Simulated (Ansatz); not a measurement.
Potential energy curve for LiNa, singlet.

Levels: UHF/aug-cc-pVTZ (Ansatz, an electronic-structure program); RHF/aug-cc-pVTZ (Ansatz); UKS-PBE0 = Ansatz with unrestricted PBE0/aug-cc-pVTZ; RKS-PBE0 = Ansatz with restricted PBE0/aug-cc-pVTZ; UKS-B3LYP = unrestricted B3LYP/aug-cc-pVTZ in Ansatz; RKS-B3LYP = restricted B3LYP/aug-cc-pVTZ (Ansatz).

Scanned distances (Å): 2.31, 2.51, 2.61, 2.74, 2.81, 2.93, 3.03, 3.07, 3.28, 3.36, 3.63, 3.90, 4.43, 4.89, 5.33, 5.88, 6.43, 7.20, 7.92, 8.84.

### Question
Where does the unrestricted solution first break spin symmetry (<S²> of 0.01 or more)?

### Answer
UHF: already at 2.31 Å; UKS-PBE0: between 3.36 and 3.63 Å; UKS-B3LYP: between 3.63 and 3.90 Å.

| R / Å | <S²> UHF | E(RHF) − E(UHF) / mEh | <S²> UKS-PBE0 | E(RKS-PBE0) − E(UKS-PBE0) / mEh | <S²> UKS-B3LYP | E(RKS-B3LYP) − E(UKS-B3LYP) / mEh |
|---|---|---|---|---|---|---|
| 2.31 | 0.37 | 1.9 | 0.00 | 0.0 | 0.00 | 0.0 |
| 2.51 | 0.30 | 1.1 | 0.00 | 0.0 | 0.00 | 0.0 |
| 2.61 | 0.27 | 0.9 | 0.00 | 0.0 | 0.00 | 0.0 |
| 2.74 | 0.25 | 0.7 | 0.00 | 0.0 | 0.00 | 0.0 |
| 2.81 | 0.29 | 1.0 | 0.00 | 0.0 | 0.00 | 0.0 |
| 2.93 | 0.35 | 1.5 | 0.00 | 0.0 | 0.00 | 0.0 |
| 3.03 | 0.41 | 2.1 | 0.00 | 0.0 | 0.00 | 0.0 |
| 3.07 | 0.43 | 2.4 | 0.00 | 0.0 | 0.00 | 0.0 |
| 3.28 | 0.53 | 4.1 | 0.00 | 0.0 | 0.00 | 0.0 |
| 3.36 | 0.57 | 4.9 | 0.00 | 0.0 | 0.00 | 0.0 |
| 3.63 | 0.68 | 8.2 | 0.16 | 0.2 | 0.00 | 0.0 |
| 3.90 | 0.77 | 12.1 | 0.34 | 1.0 | 0.01 | 0.0 |
| 4.43 | 0.88 | 20.9 | 0.62 | 4.0 | 0.51 | 1.6 |
| 4.89 | 0.94 | 28.8 | 0.79 | 7.7 | 0.75 | 4.5 |
| 5.33 | 0.97 | 36.1 | 0.89 | 11.6 | 0.87 | 7.8 |
| 5.88 | 0.98 | 44.4 | 0.96 | 16.3 | 0.95 | 11.8 |
| 6.43 | 0.99 | 51.5 | 0.99 | 20.5 | 0.98 | 15.1 |
| 7.20 | 1.00 | 59.6 | 1.00 | 25.1 | 0.99 | 18.7 |
| 7.92 | 1.00 | 65.6 | 1.00 | 28.1 | 1.00 | 20.9 |
| 8.84 | 1.00 | 71.3 | 1.00 | 30.5 | 1.00 | 22.8 |
